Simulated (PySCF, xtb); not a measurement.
CH₇FN₂Si, SMILES C[Si](N)(N)F. Other conformers were not sampled.

Harmonic wavenumbers (cm⁻¹) from GFN2-xTB (xtb) at its own minimum, in rising order: 68, 115, 155, 177, 213, 240, 265, 269, 350, 394, 690, 754, 757, 796, 823, 877, 892, 967, 1383, 1489, 1491, 1512, 1514, 3052, 3060, 3062, 3494, 3496, 3541, 3545.

Problem. What does PBE-D3(BJ)/def2-SVP in PySCF give at its own minimum? (Estimate from the structure and the level; the computed values follow.)

Solution. 136, 183, 188, 226, 266, 293, 319, 352, 376, 419, 643, 711, 740, 772, 791, 839, 905, 935, 1225, 1382, 1384, 1482, 1487, 2976, 3070, 3081, 3499, 3507, 3599, 3606. Paired by order, the mean absolute difference is 48 cm⁻¹ and the zero-point energies are 56.4 and 56.3 kcal/mol.
